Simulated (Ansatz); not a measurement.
System: N2, net charge 0, quintet state. The spin state was set by rule; other spins were not relaxed. 
Structure (B3LYP-D3(BJ)/def2-TZVP (Ansatz, a program for electronic structure) minimum search):
```xyz
2

N      0.0000     0.0000    -0.7980
N      0.0000     0.0000     0.7980
```
Charge 0, spin multiplicity 5.

Computed values are from Ansatz. Correlated levels leave the core frozen unless marked. Open shells are spin-unrestricted. No spin-orbit coupling. Non-relativistic. Basis-set limits of correlation are two-point, X^-3; Hartree-Fock from the larger set (for Q and 5 zeta extrapolated as (X+1)exp(-9√X)).

```yaml
atomisation energy De: 42.4 kJ/mol at CCSD(T)/CBS(cc-pVQZ,cc-pV5Z)
total_energy: -109.0773 Eh at CCSD(T)/CBS(cc-pVQZ,cc-pV5Z)
dipole_moment: 0.00 D at CCSD(T)/aug-cc-pVDZ
T1 diagnostic: 0.016 at CCSD/cc-pV5Z
```
